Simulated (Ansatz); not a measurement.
Reaction (ligand exchange at the Hf–O bond): `[OH][Hf]([OH])([OH])[OH]` + HCl → `[OH][Hf]([OH])([OH])[Cl]` + H₂O

Isolated molecules relaxed with PBE0-D4/def2-TZVP in Ansatz; ΔE leaves out vibrations. CBS: MP2 limit from def2 TZ/QZ plus the TZ coupled-cluster correction, frozen cores. This one scheme is used for every species. DFT in def2-TZVPP. B3LYP here is the variant with VWN-RPA as its local correlation; programs differ in this. Elements past krypton have def2 core potentials. For Hf outer-core shells are correlated without core-valence functions, which leaves a few kJ/mol of doubt a bond. One conformer a species, not always the lowest.

Task: Is it downhill or uphill in electronic energy at CCSD(T)/CBS, and by how much? (An estimate is asked.)

Result: Computed: Downhill: ΔE = -48.6 kJ/mol.

Task: What do these levels give: PBE-D4, revPBE-D4, BLYP-D4, B97M-V, B3LYP, RPA@PBE/def2-TZVPP, MP2/def2-SVP, CCSD/def2-SVP, HF/def2-TZVPP, SCS-MP2/def2-TZVPP, MP2/def2-QZVPP, SCS-MP2/def2-QZVPP? (Estimate.)

Result: Computed: PBE-D4 -47.6, revPBE-D4 -47.9, BLYP-D4 -41.8, B97M-V -51.6, B3LYP -43.7, RPA@PBE/def2-TZVPP -43.1, MP2/def2-SVP -39.2, CCSD/def2-SVP -37.7, HF/def2-TZVPP -52.2, SCS-MP2/def2-TZVPP -45.5, MP2/def2-QZVPP -50.0, SCS-MP2/def2-QZVPP -47.0 kJ/mol.

Largest T1 diagnostic among the species: 0.015.

From BLYP to BHLYP (50 % exact exchange), in def2-TZVPP and without D4, ΔE moves by −6.7 kJ/mol. In def2-TZVPP, CCSD(T) changes the Hartree–Fock value by +6.0 kJ/mol (the triples alone add −1.0 kJ/mol) and MP2 by +3.6 kJ/mol. Leaving LDA and LC-ωPBE aside and taking each functional with its dispersion term where it has one, the values, not all of them listed here, spread over 10.9 kJ/mol, from HSE06-D4 to CAM-B3LYP-D4. LDA lies +3.5 kJ/mol from PBE without D4.
